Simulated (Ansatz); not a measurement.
Reaction (ligand exchange at a Ga–S bond): `CC[S][GaH2]` + `[CH3][AlH][OH]` → `[CH3][AlH][O][GaH2]` + `CCS`

Isolated molecules relaxed with PBE0-D4/def2-TZVP in Ansatz; ΔE leaves out vibrations. CCSD(T)/CBS adds triple-zeta CCSD(T) − MP2 to the extrapolated MP2 energy (def2 sets, frozen cores). Functionals use def2-TZVPP. HSE06 is defined as in plane-wave codes. For Ga outer-core shells are correlated without core-valence functions, which leaves a few kJ/mol of doubt a bond. Scalar relativity is left out up to krypton. Each species was taken in one conformer, which may not be the lowest.

Q: Is it downhill or uphill in electronic energy at CCSD(T)/CBS, and by how much? (Estimate.)

A: The calculation gave: Uphill: ΔE = +22.6 kJ/mol.

Q: What do these levels give: revPBE-D4, BLYP-D4, r2SCAN-D4, HSE06-D4, BHLYP-D4, ωB97M-V, r2SCANh, r2SCAN0, BHLYP, CCSD/def2-SVP, HF/CBS(def2), CCSD/CBS(def2)? (An estimate is asked.)

A: The calculation gave: revPBE-D4 30.8, BLYP-D4 21.1, r2SCAN-D4 23.1, HSE06-D4 28.3, BHLYP-D4 16.2, ωB97M-V 19.7, r2SCANh 22.4, r2SCAN0 22.4, BHLYP 11.8, CCSD/def2-SVP 1.8, HF/CBS(def2) 0.7, CCSD/CBS(def2) 20.0 kJ/mol.

Largest T1 diagnostic among the species: 0.014.

From BLYP to BHLYP (50 % exact exchange), in def2-TZVPP and without D4, ΔE moves by −3.1 kJ/mol. In def2-TZVPP, CCSD(T) changes the Hartree–Fock value by +12.3 kJ/mol (the triples alone add +2.7 kJ/mol) and MP2 by +14.5 kJ/mol. Leaving LDA and LC-ωPBE aside and taking each functional with its dispersion term where it has one, the values, not all of them listed here, spread over 17.9 kJ/mol, from CAM-B3LYP-D4 to revPBE-D4. LDA lies +3.3 kJ/mol from PBE without D4.
